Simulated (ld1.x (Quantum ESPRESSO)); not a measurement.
## gold: variants of one PAW potential

Base potential:

ld1.x (Quantum ESPRESSO) 7.5 input, shortened:

```
&input
   title='Au', zed=79., rel=2, dft='PBE', iswitch=3,
   config='[Xe] 4f14 5d10 6s1 6p0', rel_dist='average'
 /
 &inputp
   pseudotype=3, lpaw=.true., tm=.true., lloc=-1, rcloc=3.50,
   nlcc=.true., new_core_ps=.true., rcore=1.50,
   which_augfun='BESSEL', rmatch_augfun=1.60
 /
6
6S  1  0   1.00   0.00  2.05  2.75  0.0
6S  1  0   0.00   4.30  2.05  2.75  0.0
6P  2  1   0.00   0.00  3.30  3.70  0.0
6P  2  1   0.00   1.05  3.30  3.70  0.0
5D  3  2  10.00   0.00  1.75  2.40  0.0
5D  3  2   0.00   0.05  1.75  2.40  0.0
 &test
   configts(1)='5d10 6s1 6p0'
 /
```

Open shells are filled in proportion to 2j + 1 (rel_dist='average').

All-electron outer shells of the reference configuration (PBE, scalar-relativistic, ld1.x):

```csv
shell,level (eV),outermost node (bohr),outermost maximum (bohr)
4f,-81.12,–,0.37
5p,-59.78,0.52,0.96
5d,-6.88,0.56,1.21
6s,-5.76,1.11,2.32
6p,-0.77,1.32,3.64
```

Cutoffs, loose and tight: the cutoffs (Ry, on a coarse ladder) from which the occupation-weighted sum of valence levels, in a spherical-Bessel basis at the reference potential, stays within 10 and 1 mRy of its value at 400 Ry. They do not see the model core or the augmentation charge, which bear on the density cutoff. Test errors are all-electron minus pseudo excitation energies from the reference, over the configurations 5d10 6s0 6p0; 5d9 6s0 6p0; 5d8 6s0 6p0; 5d9 6s2 6p0; 5d9 6s1 6p1; 5d10 6s0.5 6p0; 5d9 6s1 6p0. A dash means not determined; rows that change the core or the reference have their own tests. The largest error is taken over the tests solved by every variant that gives reliable tests at all: 5d10 6s0.5 6p0; 5d9 6s1 6p1; 5d9 6s2 6p0.

Cutoffs are not given where the Bessel-basis levels miss the radial ones by over 6 mRy, ghosts where they miss by over 20 mRy; a channel whose overlap is not positive is not tested.

```csv
change,outcome,"cutoff, loose","cutoff, tight",bound ghosts,largest test error (meV)
base,generated,–,–,not determined,-17
"all radii but the core radius scaled by about 1.13 (s 3.10, p 4.16, d 2.70 bohr, rcut 2.30/3.72/1.98); local potential all-electron potential smoothed inside 3.94 bohr (lloc = -1); augmentation BESSEL, radius 1.80 bohr",generated,–,–,not determined,+2.0
functional PBEsol,generated,–,–,not determined,-16
local potential all-electron potential smoothed inside 3.15 bohr (lloc = -2),generated,–,–,not determined,-22
"augmentation PSQ, inside the norm-conserving radii",failed: new_paw_hamiltonian: negative rho,–,–,–,–
"waves 6p (bound): rcut 3.30, rcutus 4.60 bohr; 6p channel at 1.05 Ry: rcut 3.30, rcutus 4.60 bohr",generated,–,–,not determined,-20
scalar-relativistic,generated,18 Ry,30 Ry,none,-15
```

Task: What comes out with this change to the base: core [Kr] 4d10 4f14, valence charge 19; reference 5s2 5p6 5d10 6s0 6p1; waves now 5s (bound): rcut 1.20, rcutus 1.60 bohr; 6s (bound): rcut 1.20, rcutus 1.60 bohr; 5p (bound): rcut 1.50, rcutus 2.00 bohr; 6p (bound): rcut 1.50, rcutus 2.00 bohr; 5d (bound): rcut 2.15, rcutus 2.50 bohr; 5d channel at 0.05 Ry: rcut 2.15, rcutus 2.50 bohr; local potential all-electron potential smoothed inside 1.25 bohr (lloc = -1); core correction Bessel-smoothed model core, default radius (core density twice the valence density); augmentation BESSEL, radius 1.40 bohr?

Result: outcome: generated; bound ghosts: not determined; largest test error (meV): +18 over the solved tests; test run stopped at test 4 of 7 (negative rho), 1 before it not solved.
